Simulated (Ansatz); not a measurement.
C₂H₃BClF, SMILES `B/C=C(\F)Cl`. The species carries charge 0 and has multiplicity 1.

Z-matrix (Å, degrees):
```
B
C 1 1.525
H 1 1.193 2 120.7
H 1 1.195 2 119.4 3 -180.0
C 2 1.337 1 122.4 3 -0.0
H 2 1.084 1 122.8 3 -180.0
Cl 5 1.706 2 125.2 1 -180.0
F 5 1.312 2 123.9 1 0.0
```

Q: List the harmonic frequencies (cm⁻¹, unscaled) at PBE0-D4/def2-TZVP in Ansatz. (Estimate.)

A: Computed: 164, 233, 277, 392, 466, 630, 714, 879, 935, 1008, 1037, 1115, 1240, 1361, 1646, 2599, 2683, 3207.

Q: Is this a minimum?

A: Yes, all 18 modes are real.

Q: Give the ideal-gas thermochemistry at 298.15 K and 1 bar (rigid rotor, harmonic oscillator; point group Cs, symmetry number 1).

A: Zero-point energy 123.1 kJ/mol; H(298) − E = 139.9 kJ/mol; entropy 312.6 J/(mol·K), of which translation 165.3, rotation 110.0, vibration 37.3; G(298) − E = 46.7 kJ/mol.
